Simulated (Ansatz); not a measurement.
Consider the redistribution: `[SH][Al]([Cl])[Br]` + `[CH3][InH][Br]` → `[CH3][Al]([SH])[Cl]` + `[Br][InH][Br]`.

Calculated with Ansatz (gas phase, PBE0-D4/def2-TZVP geometries, no zero-point term in ΔE). CCSD(T)/CBS is the MP2 limit (def2-TZVPP, def2-QZVPP) plus CCSD(T) − MP2 in def2-TZVPP, frozen cores. Functionals use def2-TZVPP. def2 core potentials past Kr. For Br, In outer-core shells are correlated without core-valence functions, which leaves a few kJ/mol of doubt a bond. Scalar relativity is left out up to krypton. Each species was taken in one conformer, which may not be the lowest.

`[SH][Al]([Cl])[Br]`:

Cartesian coordinates in Å:
```
S -0.417 -1.589 -0.573
Al 0.412 0.235 0.229
Cl 2.337 0.194 1.008
Br -0.758 2.143 0.232
H -1.575 -0.983 -0.895
```

`[CH3][InH][Br]`:

Cartesian coordinates in Å:
```
C 0.446 -0.761 -0.621
In -0.142 0.731 0.785
Br -2.440 1.587 0.302
H 1.443 -1.145 -0.412
H -0.277 -1.577 -0.586
H 0.422 -0.326 -1.621
H 0.548 1.492 2.152
```

`[CH3][Al]([SH])[Cl]`:

```xyz
8

C    -1.229    0.003    0.668
Al    0.382   -0.130   -0.393
S     2.209    0.925    0.144
Cl    0.437   -1.311   -2.130
H    -1.543   -0.985    1.016
H    -1.090    0.645    1.540
H    -2.050    0.408    0.070
H     2.884    0.445   -0.915
```

`[Br][InH][Br]`:

Cartesian coordinates in Å:
```
Br -1.201 -1.810 -0.829
In 0.155 0.122 -0.156
Br -0.153 0.742 2.198
H 1.199 0.946 -1.212
```

| level | ΔE (eV) |
| --- | --- |
| PBE | -0.01 |
| BLYP | -0.03 |
| HF/def2-SVP | -0.11 |
| HF/def2-TZVPP | -0.08 |
| SCS-MP2/def2-TZVPP | 0.09 |
| MP2/def2-QZVPP | 0.10 |
| SCS-MP2/def2-QZVPP | 0.08 |
| CCSD/CBS(def2) | 0.04 |

(1) What does CCSD(T)/CBS give? (Best estimate.)

Largest T1 diagnostic among the species: 0.011.

## Answers

(1) The calculation gave: +0.05 eV. The listed levels differ from it by -0.06, -0.08, -0.16, -0.13, 0.04, 0.05, 0.03, -0.01 eV.

At CCSD(T), def2-SVP lies −0.07 eV from the extrapolated value and def2-TZVPP +0.02 eV. Leaving LDA and LC-ωPBE aside and taking each functional with its dispersion term where it has one, the values, not all of them listed here, spread over 0.08 eV, from B97M-V to PBE-QIDH. In def2-TZVPP, CCSD(T) changes the Hartree–Fock value by +0.16 eV (the triples alone add +0.01 eV) and MP2 by +0.20 eV.
